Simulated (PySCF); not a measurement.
NMR data simulated for an unnamed compound:

$^{1}$H NMR (500 MHz, computed): δ 4.80 (s, 2H), 4.17 (t, 2H), 3.88 (s, 3H), 2.60 (t, 2H).

$^{13}$C{$^{1}$H} NMR (computed): δ 121.1 (C), 63.2 (CH2), 51.0 (CH3), 21.1 (CH2).

- NMR shieldings at PBE0/pcSseg-1/GIAO
- structure optimised with GFN2-xTB
- code: PySCF
- non-relativistic, a single conformation, isolated molecule, one averaged value for each set of equivalent atoms

Shifts are taken against calculated references (same method and geometry level): TMS for $^{1}$H and $^{13}$C.

Which of these does the molecule contain: a Si–H bond, a (CH3)2CH unit, an S-methyl group, a nitrile, an amide?

Results:


- A Si–H bond: yes (δH 4.80 (s)).
- A (CH3)2CH unit: no.
- An S-methyl group: no.
- A nitrile: yes (δC 121.1).
- An amide: no.

The data belong to SMILES C(O[SiH2]OC)CC#N, C4H9NO2Si; they needn't prove each group on their own.

Carbon signals by region: 1 in the sp2 and nitrile region (100–160 ppm), 2 at 50–100 ppm, 1 below 50 ppm.

Shifts are as computed. Against solution values, carbons near 30 ppm lie about +3 ppm off and those near 130 ppm about +5 ppm. Of 1211 compounds with measured shifts, 218 miss one by over three times the rms of a fit or turn the order of signals round; such compounds aren't used in these exercises. No couplings were computed; multiplicities are counted from neighbouring protons, with m where these are inequivalent, close in shift, in a saturated or five-membered ring or joined by F or P, and br s for small geminal =CH2 splittings.
